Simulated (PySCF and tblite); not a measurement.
The numbers below are computed, except where a source is named.
C4H4F6, numbered as in [F:1][C:2]([F:3])([F:4])[CH2:5][CH2:6][C:7]([F:8])([F:9])[F:10]. Free energies: B3LYP-D3(BJ)/def2-SVP (IEF-PCM, tetrahydrofuran) on GFN2-xTB structures plus GFN2-xTB thermal terms, symmetry and mirror images included. Conformers within 3 kcal/mol (GFN2-xTB free energy) were kept, 10 at most. GIAO shieldings: B97-2/pcSseg-1 (IEF-PCM, tetrahydrofuran). Shifts are against TMS (¹H), TMS (¹³C) at the same level. (PySCF 2.14, tblite 0.8.)

Torsions listed: C2–C5–C6–C7. Of a mirror pair one member is shown.

```csv
conformer,shape,point group,mirror pair,ΔE(DFT),Δ(G−E) at 180 K,δ H5/H6 (ppm)
1,180°,C2h,no,0.00,0.00,2.63
2,-71°,C2,yes,1.31,0.24,2.70
```

Energies in kcal/mol; the thermal term leaves out symmetry numbers and mirror images.

Task: Work out the weights at 180 K and the ¹H shift of H5/H6 under fast exchange.

Result: RT = 0.358 kcal/mol. Each conformer gets RT ln(σ/g), with σ the rotational symmetry number and g = 2 for a mirror pair: 1: σ = 2, g = 1, G = 0.00 + 0.00 + 0.25 = 0.25, 0.00 above the lowest, exp(−ΔG/RT) = 1.000; 2: σ = 2, g = 2, G = 1.31 + 0.24 + 0.00 = 1.55, 1.30 above the lowest, exp(−ΔG/RT) = 0.026. The sum is 1.026, so the weights are 97.4, 2.6 %. The averaged shift is 2.63 ppm. At 298.15 K it is 2.63 ppm. At 298.15 K the leading conformer alone gives 2.63 ppm and bare DFT energies give 2.63 ppm.


Conformer gaps in def2-SVP on xTB geometries can be 2 kcal/mol too large for S=O, P=O and other polar bonds.